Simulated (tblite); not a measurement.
Start geometry of `C=CC[P@@](=C)(C=C)CC` from a force field or distance geometry (Å):
```
atom  x, y, z in Å
C1     3.3758   -0.0261   -0.3036
C2     2.3276    0.7786   -0.1611
C3     1.1227    0.4713   -0.9563
P4    -0.3227    0.1569    0.0713
C5     0.0738   -0.7375    1.3937
C6    -1.0736    1.6758    0.5656
C7    -1.9101    2.3721   -0.2065
C8    -1.4917   -0.7742   -0.9353
C9    -1.4487   -2.2409   -0.5171
H10    3.3487   -0.8680   -0.9771
H11    4.2513    0.1721    0.2674
H12    2.4058    1.5883    0.5375
H13    1.2785   -0.3713   -1.6625
H14    0.9428    1.3707   -1.5900
H15    1.1039   -0.9216    1.6770
H16   -0.7043   -1.1687    2.0372
H17   -0.8208    2.0710    1.5600
H18   -2.2941    3.2934    0.2379
H19   -2.1910    2.0386   -1.1761
H20   -2.5121   -0.3839   -0.8673
H21   -1.1558   -0.7139   -1.9866
H22   -0.6176   -2.4184    0.1944
H23   -1.3017   -2.8985   -1.3895
H24   -2.3983   -2.4460    0.0280
```

Q: What comes out of this run: tblite 0.8.0, GFN2-xTB geometry optimisation, gas phase?

A: 
```
atom  x, y, z in Å
C1     3.3356    0.1900    0.2420
C2     2.3049    0.7351   -0.3785
C3     1.1688   -0.0430   -0.9481
P4    -0.2977    0.0361    0.1584
C5     0.0111   -0.9271    1.5338
C6    -0.7013    1.8218    0.1742
C7    -1.9168    2.3516    0.1048
C8    -1.6787   -0.7087   -0.7973
C9    -1.3734   -2.1563   -1.1540
H10    3.4207   -0.8769    0.3662
H11    4.1322    0.7860    0.6536
H12    2.2465    1.8101   -0.4944
H13    1.4232   -1.1036   -1.0155
H14    0.8798    0.3425   -1.9304
H15    0.9254   -0.6094    2.0319
H16   -0.8343   -0.9118    2.2204
H17    0.1333    2.4308    0.5117
H18   -2.0924    3.3975    0.3017
H19   -2.7788    1.7750   -0.1873
H20   -2.5592   -0.6638   -0.1496
H21   -1.8733   -0.1048   -1.6879
H22   -0.6275   -2.2142   -1.9438
H23   -2.2718   -2.6668   -1.4952
H24   -0.9881   -2.6704   -0.2756
```

The energy falls by 27.2 kcal/mol over 147 L-BFGS steps, the largest force on an atom goes from 2.33 to 0.010 eV/Å, and the atoms move by 0.925 Å rms after alignment. The bond that changes most is P4–C6 (ends: phosphorus bonded to 4 C; alkene CH carbon), which lengthens by 0.066 Å. Bonds longer at the end by more than 0.005 Å: 8 of 23; shorter: 11. Among the angles that change most is C5–P4–C6, from 110.2° to 125.7°. Among the dihedrals that turn most is P4–C8–C9–H23, from -128° to 166°. Rotational constants go from 1644, 1073, 804.9 to 1590, 1067, 801.4 MHz. The orientation of the end geometry is arbitrary; only internal coordinates are fixed.

On an Arm Neoverse N1 with one thread, on a shared host, this took 2.3 s wall.

Its GFN2-xTB frequencies are all real (lowest 37 cm⁻¹). One conformer, not necessarily the lowest. 3 starts were optimised and ended at 0.00, 0.04 and 0.10 kcal/mol (GFN2-xTB); the lowest of these is shown.

The numbers are calculated, not measured.
